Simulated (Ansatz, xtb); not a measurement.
# Isomers of C4H4N2O in order of energy

8 gas-phase structures of C4H4N2O, from a drawn sample of its isomers (lower ones may exist). Each was relaxed with GFN2-xTB; where two conformers were screened, the lower at r2SCAN-D4/def2-SVP is listed:

A. `O=Cc1cnc[nH]1`, a singlet
B. `C=Nc1cocn1`, a singlet
C. `O=Cn1cccn1`, a singlet
D. `[H]/N=C\c1cnco1`, a singlet
E. `O=CC1=NCC=N1`, a singlet
F. `[H]/N=C\c1ncco1`, a singlet
G. `C=Cc1nnco1`, a singlet
H. `[H]/N=C1/C=COC=N1`, a singlet

Q: Which do you expect lowest at r2SCAN-D4/def2-SVP, and how would the others follow?

A: Calculated order at r2SCAN-D4/def2-SVP: A (0.000), C (0.468), D (0.952), F (0.953), H (0.971), B (1.169), E (1.346), G (1.509) eV. Less than 1 kcal/mol parts D and F; F and H, so the order within those pairs means little.

Energies above the lowest of each column, in eV; the last columns are at PBE0-D3(BJ)/def2-SVP geometries and were run for some of them only (a dash: not run or not comparable):

```
structure  GFN2-xTB  HF/STO-3G  r2SCAN-D4/def2-SVP  PBE0-D3(BJ)/def2-SVP  CCSD(T)/def2-SVP + ΔMP2/def2-TZVPP
        A     0.000      0.000               0.000                 0.000                               0.000
        C     0.204      0.116               0.468                 0.451                               0.430
        D     0.585      0.267               0.952                 0.951                               0.733
        F     0.561      0.213               0.953                     –                                   –
        H     0.592      0.611               0.971                     –                                   –
        B     0.466      0.350               1.169                     –                                   –
        E     1.278      0.552               1.346                     –                                   –
        G     0.795      0.345               1.509                     –                                   –
```

Every level run on A puts it lowest or level with the lowest. Flexible structures stand in one conformer each, not always the lowest. Frequencies (GFN2-xTB) were run for A, C, D alone. ΔMP2 is the change of the MP2 energy from the smaller to the larger basis.

Over these structures GFN2-xTB departs from r2SCAN-D4/def2-SVP by 0.188 eV on average once a common shift is removed. A GFN2-xTB relaxation took about 0.054 s and the r2SCAN-D4/def2-SVP energy about 0.99 s on a shared host (Ansatz 0.2.0, xtb 6.7.1).
